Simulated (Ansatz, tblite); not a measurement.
Forces on In₅P₅ at its PBE-D4/def2-SVP geometry. Total charge 0; singlet.

In the def2 sets In takes a core potential; there is no spin–orbit coupling. The xTB rows come from tblite. The restricted singlet is unstable towards broken spin symmetry in Hartree–Fock (as tested in another run); at PBE-D4/def2-TZVP this wasn't settled. The structure comes from a short search, and lower isomers may exist.

GFN1-xTB (tblite), largest force 1.46 eV/Å:

```xyz
10
positions Å, forces eV/Å
In    1.570   -0.791    3.370   -0.528    0.227   -1.139
In    0.272   -2.914   -0.989    0.089    1.413    0.343
In    0.103    1.641    1.782    0.426   -0.420    0.009
In    0.777    2.776   -1.749   -0.391   -1.158    0.274
In   -2.909   -0.698    0.120    1.109    0.154   -0.264
P     1.259   -0.200   -1.746   -1.012    0.051    0.815
P    -0.867    0.318   -2.038    0.687    0.201    0.764
P     1.580   -0.577    0.401   -0.435    0.007   -0.347
P    -1.460    1.665   -0.414    0.119   -0.478   -0.460
P    -0.325   -1.220    1.263   -0.064    0.004    0.004
```

GFN2-xTB (tblite), largest force 0.77 eV/Å:

```
In -0.170 -0.105 -0.307
In 0.028 0.376 -0.030
In 0.145 0.051 0.014
In -0.172 -0.394 -0.011
In 0.036 0.162 -0.303
P -0.480 0.119 0.306
P 0.393 0.274 0.494
P -0.151 -0.075 -0.222
P -0.099 -0.235 -0.530
P 0.470 -0.174 0.590
```

PBE-D4/def2-TZVP (Ansatz), largest force 0.35 eV/Å:

```
In -0.071 0.009 -0.140
In 0.018 0.152 0.070
In -0.042 -0.096 -0.116
In -0.084 -0.137 0.041
In 0.138 0.058 -0.009
P -0.238 0.014 0.207
P 0.191 0.159 0.233
P -0.334 -0.075 -0.063
P 0.136 -0.196 -0.132
P 0.287 0.113 -0.092
```
